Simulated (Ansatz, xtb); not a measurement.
# C5H6FNS: 5 structures ranked

5 gas-phase structures of C5H6FNS, from a drawn sample of its isomers (lower ones may exist). Each was relaxed with GFN2-xTB:

A. `CCc1cc(F)ns1`, a singlet
B. `CCc1csnc1F`, a singlet
C. `Cc1csnc1CF`, a singlet
D. `CCc1sncc1F`, a singlet
E. `Cc1ncc(CF)s1`, a singlet

Question: Which do you expect lowest at r2SCAN-D4/def2-SVP, and how would the others follow?

Answer: Calculated order at r2SCAN-D4/def2-SVP: E (0.0), A (1.3), B (1.7), C (5.1), D (7.7) kcal/mol. Less than 1 kcal/mol parts A and B, so the order within that pair means little.

Energies above the lowest of each column, in kcal/mol; the last columns are at B3LYP-D3(BJ)/def2-SVP geometries:

```tsv
structure	GFN2-xTB	HF/STO-3G	r2SCAN-D4/def2-SVP	B3LYP-D3(BJ)/def2-SVP	CCSD(T)/def2-SVP + ΔMP2/def2-TZVPP
E	0.0	2.2	0.0	0.0	0.7
A	0.6	0.0	1.3	1.3	0.0
B	1.2	0.3	1.7	1.7	0.1
C	2.1	6.4	5.1	4.4	1.6
D	3.8	4.0	7.7	7.2	6.4
```

CCSD(T)/def2-SVP + ΔMP2/def2-TZVPP has A and B and E within 1 kcal/mol of each other at the bottom, and every level picks one of them. CCSD(T)/def2-SVP + ΔMP2/def2-TZVPP orders those it was run on as A (0.0), B (0.1), E (0.7), C (1.6), D (6.4) kcal/mol. Less than 1 kcal/mol parts A and B; B and E; E and C, so the order within those pairs means little. Flexible structures stand in one conformer each, not always the lowest. The ΔMP2 step shifts differences by up to 3.7 kcal/mol, which makes them less sure. ΔMP2 is the change of the MP2 energy from the smaller to the larger basis.

Over these structures GFN2-xTB departs from r2SCAN-D4/def2-SVP by 1.5 kcal/mol on average once a common shift is removed. A GFN2-xTB relaxation took about 0.11 s and the r2SCAN-D4/def2-SVP energy about 2.1 s on a shared host (Ansatz 0.2.0, xtb 6.7.1).
